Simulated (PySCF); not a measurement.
C5H12AlFO. Atoms are numbered in the order given.

```xyz
20

Al    -0.0038    -1.4507     0.0000
F     -1.6718    -1.5931     0.0000
C      1.1197    -3.0264     0.0000
H      0.9202    -3.6532    -0.8854
H      0.9202    -3.6532     0.8854
H      2.1881    -2.7606     0.0000
O      0.6515     0.1129     0.0000
C      0.1245     1.4361     0.0000
C      1.3196     2.3923     0.0000
C     -0.7287     1.6329    -1.2598
C     -0.7287     1.6329     1.2598
H      0.9908     3.4431     0.0000
H      1.9423     2.2183    -0.8907
H      1.9423     2.2183     0.8907
H     -0.1220     1.4473    -2.1601
H     -1.1284     2.6574    -1.3187
H     -1.5793     0.9327    -1.2584
H     -0.1220     1.4473     2.1601
H     -1.5793     0.9327     1.2584
H     -1.1284     2.6574     1.3187
```

The structure is a stationary point at B3LYP-D3(BJ)/def2-SVP. One conformer was computed; it need not be the lowest.

Calculation: TDA-CAM-B3LYP/def2-SVP (PySCF).

Vertical excitations. Isolated molecule, no solvent. State labels are in the subgroup Cs.

Computed excitation energies, oscillator strengths and character:
| state | symmetry | energy (eV) | λ (nm) | f | main pairs |
|---|---|---|---|---|---|
| S1 | A" | 7.12 | 174 | 0.023 | HOMO→LUMO 91 % |
| S2 | A' | 7.27 | 171 | 0.014 | HOMO−1→LUMO 82 % |
| S3 | A" | 7.30 | 170 | 0.002 | HOMO−1→LUMO+1 94 % |
| S4 | A' | 7.69 | 161 | 0.104 | HOMO→LUMO+1 81 % |
| S5 | A" | 7.99 | 155 | 0.055 | HOMO−2→LUMO+1 95 % |
| S6 | A' | 8.06 | 154 | 0.340 | HOMO−2→LUMO 91 % |
| S7 | A" | 9.19 | 135 | 0.021 | HOMO→LUMO+2 78 % |
| S8 | A' | 9.27 | 134 | 0.018 | HOMO−1→LUMO+2 73 %, HOMO−4→LUMO 17 % |
| S9 | A" | 9.42 | 132 | 0.009 | HOMO→LUMO+3 86 % |
| S10 | A' | 9.51 | 130 | 0.046 | HOMO−4→LUMO 34 %, HOMO−8→LUMO 31 %, HOMO−1→LUMO+2 10 %, HOMO−1→LUMO+3 6 % |
| T1 | A' | 6.77 | 183 | 0 | HOMO→LUMO+1 90 % |
| T2 | A" | 6.80 | 182 | 0 | HOMO→LUMO 87 % |
| T3 | A' | 6.99 | 177 | 0 | HOMO−1→LUMO 56 %, HOMO−2→LUMO 33 % |
| T4 | A' | 7.13 | 174 | 0 | HOMO−2→LUMO 59 %, HOMO−1→LUMO 30 % |
Triplets are in the Tamm–Dancoff approximation.
